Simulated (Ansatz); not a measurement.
C2H4O2Si (`O=C1C[SiH]1O`), relaxed with RKS PBE-D4/def2-SVP in the Gaussian-basis code of Ansatz from a rough embedded geometry. The force threshold is 0.03 eV/Å; the program also tests the step.

Charge 0, multiplicity 1.

Start:

```xyz
9

O     2.065    0.649    0.896
C     0.915    0.229    0.570
C     0.442   -1.080    0.535
Si   -0.504    0.900    0.053
O    -0.997    0.749   -1.551
H    -0.267   -1.412    1.281
H     0.321   -1.585   -0.420
H    -1.730    0.809    0.894
H    -0.245    0.741   -2.257
```

(1) By how much does the energy fall, and how many steps does the optimiser take? (Estimate.)

(2) Which bonds change most? (Estimate.)

(3) Give the relaxed structure. (Estimate.)

Answers

(1) Ansatz gave: 2.32 eV, in 12 steps, 1 of them rejected.

(2) Ansatz gave: C3–Si4 from 2.247 to 1.951 Å; C2–Si4 from 1.652 to 1.914 Å; C2–C3 from 1.392 to 1.486 Å; O5–H9 from 1.032 to 0.974 Å.

(3) Computed: 
```xyz
9

O     2.245    0.490    0.527
C     1.070    0.209    0.618
C     0.269   -1.036    0.491
Si   -0.693    0.581   -0.027
O    -1.027    1.060   -1.599
H    -0.321   -1.250    1.410
H     0.697   -1.954    0.043
H    -1.982    0.720    0.721
H    -0.258    1.178   -2.183
```
